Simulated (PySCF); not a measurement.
C8H6N (doublet state).
Numbering: `[CH:1]#[C:2][C@H:3]1[CH:4][C:5]([C:6]#[N:7])=[CH:8][CH2:9]1` (hydrogens: H10 on C1; H11 on C3; H12 on C4; H13 on C8; H14, H15 on C9)

Structure used (GFN2-xTB), in Å, numbered top down from 1:
```xyz
15
C8H6N angstrom
C      2.8822    1.0299   -0.3224
C      1.9407    0.4300    0.1077
C      0.7682   -0.2758    0.5997
C     -0.3638    0.6745    0.8461
C     -1.4618    0.3065    0.0855
C     -2.6938    0.9966    0.0876
N     -3.6933    1.5567    0.0944
C     -1.1967   -0.8265   -0.6674
C      0.2011   -1.2802   -0.4342
H      3.7181    1.5456   -0.6908
H      1.0550   -0.7827    1.5317
H     -0.2943    1.5203    1.5028
H     -1.8791   -1.3164   -1.3355
H      0.7810   -1.2612   -1.3629
H      0.2321   -2.3093   -0.0640
```

Method used: PySCF, UKS B3LYP, pcH-1 on C H N, non-relativistic, mean-field spin-orbit, GIAO. Isolated species at its GFN2-xTB geometry, gas phase. A GFN2-xTB geometry isn't a minimum of the functional, and hyperfine couplings can be far from their values at a DFT geometry. Stability of the SCF solution: not tested. ⟨S²⟩ is 0.782 where a pure state has 0.75.

Question: What is the g tensor, term by term?

Answer: 
| Δg (ppm) | 1 | 2 | 3 |
| --- | --- | --- | --- |
| relativistic mass correction | -142 | -142 | -142 |
| gauge correction | 0 | 27 | 22 |
| orbital Zeeman/spin–orbit | -41 | 507 | 676 |
| total | -183 | 393 | 556 |

So g = 2.00214, 2.00271, 2.00288 and g_iso = 2.00257; the tensor is rhombic: the two nearest values differ by 22 % of g3 − g1. Axes: g2 points within 7° of the C5–C6 bond and g3 points within 13° of the C4–H12 bond.

Question: Average each term over the three axes. Which is largest in size?

Answer: The orbital-Zeeman/spin–orbit term 381, the mass correction -142 and the gauge correction 17 ppm, for a total of 255 ppm. The orbital-Zeeman/spin–orbit term is the largest in size. The mass correction is the same along every axis, so the anisotropy comes from the other two: their spans along these axes are 27 (gauge) and 717 ppm (orbital Zeeman/spin–orbit).

Question: At 93.82 GHz, how far is the centre of the isotropic spectrum from where a free electron (g = 2.002319) resonates?

Answer: B = hν/(g μB) with μB/h = 13.99624 MHz/mT gives 3347.73 mT for the free electron and 3347.30 mT at g_iso, 0.43 mT lower.

Question: In a frozen sample, at which fields do the three g values resonate at 9.5, 34, 94 and 263 GHz (hyperfine left aside), and which band first spreads them over more than twice a line width of 1.0 mT?

Answer: 
```json
{"band": "X", "GHz": "9.5", "B(g3) mT": "338.89", "B(g2) mT": "338.92", "B(g1) mT": "339.01", "spread mT": "0.13"}
{"band": "Q", "GHz": "34.0", "B(g3) mT": "1212.87", "B(g2) mT": "1212.97", "B(g1) mT": "1213.32", "spread mT": "0.45"}
{"band": "W", "GHz": "94.0", "B(g3) mT": "3353.22", "B(g2) mT": "3353.50", "B(g1) mT": "3354.46", "spread mT": "1.24"}
{"band": "J", "GHz": "263.0", "B(g3) mT": "9381.89", "B(g2) mT": "9382.65", "B(g1) mT": "9385.35", "spread mT": "3.46"}
```

The spread grows in proportion to the frequency. J band is the first where it exceeds 2.0 mT.

Largest spin populations (Mulliken): C4 (+0.67), C8 (+0.66) and C5 (-0.25). The angles at C4 add up to 360.0°, so it is planar; its axial dipolar tensor and the negative coupling of its proton fit spin in a p orbital normal to that plane.

The HOMO–LUMO gaps are 4.42 eV among the α and 5.22 eV among the β orbitals.
